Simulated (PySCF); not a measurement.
Compound: PhSCHF2, C7H6F2S.
SMILES with atom numbers: `[F:1][CH:2]([F:3])[S:4][c:5]1[cH:6][cH:7][cH:8][cH:9][cH:10]1`

Geometry (GFN2-xTB, Å), atoms numbered from 1 in this order:
```
atom  x, y, z in Å
F1     2.834    1.000    0.937
C2     2.977   -0.069    0.132
F3     2.950    0.394   -1.132
S4     1.726   -1.353    0.438
C5     0.156   -0.552    0.159
C6     0.013    0.759   -0.258
C7    -1.261    1.271   -0.447
C8    -2.378    0.487   -0.226
C9    -2.225   -0.826    0.192
C10   -0.962   -1.348    0.387
H11    3.957   -0.527    0.321
H12    0.862    1.396   -0.443
H13   -1.371    2.294   -0.771
H14   -3.366    0.895   -0.379
H15   -3.092   -1.445    0.365
H16   -0.828   -2.368    0.714
```

NICS is the negative of the GIAO shielding at a point without a nucleus: at the ring centre (0) and 1 Å above and below it (1); zz is the component along the ring normal. Level: GIAO PBE0/pcSseg-1 (PySCF, non-relativistic, gas phase) on the GFN2-xTB geometry, one conformer.

Ring bond lengths (Å), with Mayer bond orders in brackets: C5–C6 1.384 (1.35), C6–C7 1.386 (1.45), C7–C8 1.383 (1.44), C8–C9 1.386 (1.43), C9–C10 1.381 (1.46), C10–C5 1.390 (1.38).

Question: Give the NICS values of each ring in ppm.

Answer: 
```tsv
ring	type	NICS(0)	NICS(1), two faces	NICS(1)zz, two faces	rms pucker (Å)	centre to ring atoms, mean (Å)
C5–C6–C7–C8–C9–C10	6-membered carbocycle; formal bonds all aromatic	-8.3	-10.7 / -10.7	-26.9 / -26.8	0.00	1.38
```

Question: What can be read from them?

Answer: 
- C5–C6–C7–C8–C9–C10: mean NICS(1)zz -26.8 ppm, shielded. The ring is flat and has no four-coordinate atom; by the NICS criterion it is aromatic.

Question: How equal are the bonds by HOMA? HOMA = 1 − mean of α(R − Ropt)² over the ring bonds, with Krygowski's 1993 parameters (CC: Ropt 1.388 Å, α 257.7 Å⁻²).

Answer: 
- C5–C6–C7–C8–C9–C10: HOMA 1.00 = 1 − EN − GEO, with mean bond length 1.385 Å, EN = α(Ropt − mean)² = 0.002 and GEO = α × variance = 0.002. The geometric and the magnetic index point the same way.

Question: At the first NICS(1) probe listed for ring C5–C6–C7–C8–C9–C10, 1 Å off the ring, what do the in-plane components average?

Answer: The isotropic value is a third of the trace: (3 × -10.7 − (-26.9))/2 = -2.6 ppm.

Question: What are the shieldings of the ring atoms and their hydrogens in the same run (means over atoms taken as equivalent)?

Answer: 
```json
{"atoms": "C5", "environment": "substituted aromatic carbon", "σ isotropic (ppm)": "47.4"}
{"atoms": "C6 (×2)", "environment": "aromatic CH carbon", "σ isotropic (ppm)": "56.5"}
{"atoms": "C7 (×2)", "environment": "aromatic CH carbon", "σ isotropic (ppm)": "52.0"}
{"atoms": "C8", "environment": "aromatic CH carbon", "σ isotropic (ppm)": "56.3"}
{"atoms": "H12 (×2)", "environment": "aromatic hydrogen", "σ isotropic (ppm)": "24.03"}
{"atoms": "H13 (×2)", "environment": "aromatic hydrogen", "σ isotropic (ppm)": "24.12"}
{"atoms": "H14", "environment": "aromatic hydrogen", "σ isotropic (ppm)": "24.32"}
```

Hardware: Arm Neoverse V1, one thread, no GPU, on a shared host. Cost: 36 s. This is the whole shielding run at PBE0/pcSseg-1, SCF included.
